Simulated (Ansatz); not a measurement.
Ansatz (a quantum-chemistry and plane-wave program) input:

Ansatz 0.2 input:
```yaml
crystal:
  periodic: [false, false, false]
  atoms:
    - {symbol: F, position_ang: [-0.00000000, -0.00000000, -1.22923556]}
    - {symbol: B, position_ang: [0.00000000, 0.00000000, 0.00000000]}
    - {symbol: F, position_ang: [0.00000000, 0.00000000, 1.22923556]}
basis:
  gaussian:
    orbitals: def2-TZVPD
hamiltonian:
  xc: {name: B97M-V}
total_charge: 1
output: {forces: true}
```

Task: Which total energy does the run end on?

Result: -224.29675 Eh (B97M-V/def2-TZVPD). The basis has 117 functions.
